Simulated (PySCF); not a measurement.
PBE0-D3(BJ)/def2-SVP geometry optimisation, gas phase with PySCF 2.14 and geomeTRIC: trans-[FeCl2(NH3)4]+, charge 1, multiplicity 6. Start (model start, shaken):

```
19

Fe    0.0000    0.0045   -0.0041
Cl   -0.0134   -0.0068    2.3401
Cl    0.0009    0.0201   -2.3624
N     2.0657    0.0073    0.0053
H     2.4669    0.9284   -0.0004
H     2.4758   -0.4913    0.8092
H     2.4368   -0.4905   -0.8437
N    -2.0785   -0.0190    0.0041
H    -2.4630   -0.9452   -0.0377
H    -2.4734    0.4704    0.8178
H    -2.4883    0.4640   -0.8308
N    -0.0121    2.0909   -0.0121
H    -0.0005    2.4786    0.9336
H     0.8144    2.4670   -0.4702
H    -0.8345    2.4665   -0.4508
N    -0.0232   -2.0621    0.0018
H    -0.0096   -2.4353   -0.9309
H     0.7981   -2.4642    0.4798
H    -0.8189   -2.4551    0.4702
```

```tsv
step	E − E(start) / kcal mol⁻¹	largest force / Eh bohr⁻¹
0	0.00	0.03557
1	-9.08	0.01053
2	-10.29	0.00372
3	-10.97	0.00267
4	-11.02	0.00077
5	-11.03	0.00047
6	-11.05	0.00069
7	-11.06	0.00082
8	-11.07	0.00092
9	-11.08	0.00111
10	-11.10	0.00128
11	-11.14	0.00169
12	-11.21	0.00197
13	-11.25	0.00180
14	-11.30	0.00150
15	-11.32	0.00101
16	-11.32	0.00075
17	-11.32	0.00057
18	-11.32	0.00057
19	-11.32	0.00065
20	-11.32	0.00039
```

The optimisation met its thresholds. End point:

```
19

Fe   -0.0079    0.0020   -0.0043
Cl   -0.2238    0.2684    2.2316
Cl    0.2126   -0.2642   -2.2399
N     2.1730   -0.1696    0.2157
H     2.6565    0.7271    0.1379
H     2.4309   -0.5483    1.1297
H     2.5694   -0.7625   -0.5170
N    -2.1881    0.1693   -0.2275
H    -2.6729   -0.7273   -0.1579
H    -2.5859    0.7568    0.5088
H    -2.4436    0.5563   -1.1387
N     0.1836    2.1801   -0.2423
H     0.6551    2.6023    0.5606
H     0.7005    2.4115   -1.0936
H    -0.7148    2.6607   -0.3177
N    -0.2022   -2.1753    0.2360
H    -0.6713   -2.6001   -0.5668
H     0.6952   -2.6569    0.3180
H    -0.7232   -2.4021    1.0861
```

Metal–donor distances, start → end: Cl2 2.344 → 2.262 Å, Cl3 2.358 → 2.262 Å, N4 2.066 → 2.199 Å, N8 2.079 → 2.198 Å, N12 2.086 → 2.199 Å, N16 2.067 → 2.199 Å.

No frequencies were computed, so the end point may be a saddle point.

The job took 11 min on one thread of Arm Neoverse V2 (shared host), with 183 basis functions and a peak of 0.99 GiB, launched as `OMP_NUM_THREADS=1 python lf_run.py task.json out`.
